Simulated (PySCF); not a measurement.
Sn(GeH3)(H)3 (GeH6Sn), SMILES [SnH3][GeH3].

Geometry optimised at PBE0-D3(BJ)/def2-TZVP. The def2 effective core potentials stand for the cores of Sn; spin–orbit coupling is left out.

The numbers are results of TDA-ωB97X/def2-SVPD (PySCF), not measurements.

Vertical excitations; the highest root listed may be one member of a degenerate set. Isolated molecule, no solvent. State labels are in the subgroup Cs.

Computed excitation energies, oscillator strengths and character:
| state | symmetry | energy (eV) | λ (nm) | f | main pairs |
|---|---|---|---|---|---|
| S1 | A' | 7.31 | 170 | 0.029 | HOMO→LUMO+2 (degenerate set) |
| S2 | A" | 7.31 | 170 | 0.029 | HOMO→LUMO+3 (degenerate set) |
| S3 | A' | 7.31 | 170 | 0.110 | HOMO→LUMO+1 92 % |
| S4 | A' | 7.41 | 167 | 0.868 | HOMO→LUMO 86 % |
| S5 | A" | 8.07 | 154 | 0.003 | HOMO→LUMO+5 (degenerate set) |
| S6 | A' | 8.07 | 154 | 0.003 | HOMO→LUMO+4 (degenerate set) |
| S7 | A' | 8.28 | 150 | 0.124 | HOMO−1→LUMO (degenerate set) |
| S8 | A" | 8.28 | 150 | 0.124 | HOMO−2→LUMO (degenerate set) |
| S9 | A" | 8.31 | 149 | 0.000 | HOMO−2→LUMO+2 41 %, HOMO−1→LUMO+3 41 % |
| S10 | A" | 8.42 | 147 | 0.046 | HOMO−2→LUMO+1 73 % |
| T1 | A' | 6.22 | 199 | 0 | HOMO→LUMO 81 % |
| T2 | A" | 6.56 | 189 | 0 | HOMO→LUMO+3 (degenerate set) |
| T3 | A' | 6.56 | 189 | 0 | HOMO→LUMO+2 (degenerate set) |
| T4 | A' | 7.06 | 176 | 0 | HOMO→LUMO+1 90 % |
Triplets are in the Tamm–Dancoff approximation.
